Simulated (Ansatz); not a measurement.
A made-up structure of CH₂BTe (charge +1), singlet:

```tsv
atom	x (Å)	y (Å)	z (Å)
B1	0.6006	0.3160	0.2661
C2	-0.6942	0.0597	-0.3503
Te3	0.4279	-1.6615	0.3794
H4	-1.6164	0.2698	-0.8288
H5	1.4314	1.0349	0.6057
```

It is relaxed with PBE-D4/def2-SVP and then PBE0-D4/def2-TZVP (Ansatz 0.2.0). Atoms count as bonded within 1.22 times the sum of their covalent radii (H–H: 0.88 Å). The end point is not checked to be a true minimum.

Q: Does its bonding change? (A judgement: the text doesn't fix the answer.)

A: The calculation gives: No: no bond forms or breaks.

Where it ends: The first stage lowers the energy by 0.66 eV in 6 steps. It ends as CH₂BTe ([BH]1[CH][Te]1), total charge +1:
```
5
angstrom
B 0.6364 0.4201 0.2733
C -0.6238 -0.0238 -0.3070
Te 0.2254 -1.7214 0.2850
H -1.5684 0.1800 -0.7959
H 1.4798 1.1641 0.6167
```

Labels in which every atom is bracketed show which atoms are joined, not bond orders.

For scale, one of the runs: PBE0-D4/def2-TZVP relaxation, 124 basis functions, launched by `ansatz run in.yaml --threads 2 --pin off --events-out ev --progress --plain --max-ram 4352MiB`. Hardware: 2 CPU threads of an Arm Neoverse V2, shared host. Wall time about 15 s.
